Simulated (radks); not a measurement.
Tb2+, 63 electrons, occupied as [Xe] 4f9. Calculated with a radial shooting solver on a logarithmic mesh with Libxc functionals: Dirac Kohn-Sham, LDA (Slater exchange, Perdew-Wang correlation), spin-unpolarised, spherical densities, point nucleus; open shells are shared between the two j in proportion to 2j + 1.

Spin-orbit splittings of the eigenvalues, e(l+1/2) - e(l-1/2), with zeta = 2 splitting/(2l+1) and mean radii in bohr:

| shell | occ. | splitting (eV) | zeta (eV) | <r> j=l-1/2 | <r> j=l+1/2 |
|---|---|---|---|---|---|
| 2p | 6 | 745.8 | 497.2 | 0.07592 | 0.08287 |
| 3p | 6 | 153.9 | 102.6 | 0.2288 | 0.2420 |
| 3d | 10 | 33.61 | 13.44 | 0.2142 | 0.2183 |
| 4p | 6 | 34.43 | 22.95 | 0.5529 | 0.5834 |
| 4d | 10 | 6.216 | 2.487 | 0.6180 | 0.6289 |
| 4f | 9 | 0.7910 | 0.2260 | 0.8832 | 0.9006 |
| 5p | 6 | 4.472 | 2.981 | 1.492 | 1.593 |
